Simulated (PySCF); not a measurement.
Geometry:
```tsv
atom	x (Å)	y (Å)	z (Å)
Si1	0.002	-0.003	0.002
N2	-0.002	-0.010	1.947
H3	-0.308	0.902	2.286
H4	0.945	-0.193	2.278
H5	-0.631	-0.735	2.290
N6	0.006	0.002	-1.944
H7	0.675	0.690	-2.290
H8	-0.929	0.235	-2.277
H9	0.263	-0.926	-2.278
F10	1.678	-0.002	-0.001
F11	-1.673	-0.004	0.005
F12	0.001	1.672	0.002
F13	0.004	-1.679	0.001
```

No solvent model, single conformer, non-relativistic Hamiltonian, averaged over atoms made equivalent by symmetry, fast rotation or ring inversion. Structure optimised with PBE0-D3(BJ)/def2-SVP; GIAO PBE0/pcSseg-1 shieldings; PySCF.

Referencing at the same level of theory: 1H (31.27 ppm), 29Si (351.99 ppm) against TMS; NH3 for 15N (265.67 ppm); 19F (177.25 ppm) against CFCl3.

```tsv
atoms	nucleus	count	δ (ppm)
H3/H4/H5/H7/H8/H9	1H	6	?
Si1	29Si	1	-172.1
N2/N6	15N	2	?
F10/F11/F12/F13	19F	4	-133.9
```

Problem. Fill in the missing shifts.

Solution. 
- H3/H4/H5/H7/H8/H9: 2.60 ppm, hydrogen on a nitrogen bonded to Si
- N2/N6: 53.8 ppm, nitrogen bonded to Si, 3 H

OH/NH shifts are gas-phase values; hydrogen bonding in solution moves them, usually downfield. Unscaled 19F shifts against computed CFCl3 carry errors that often reach 10 to 50 ppm. Experimental scales use liquid or dissolved standards, which lie at an offset from isolated NH3 (liquid NH3: subtract about 20 ppm).
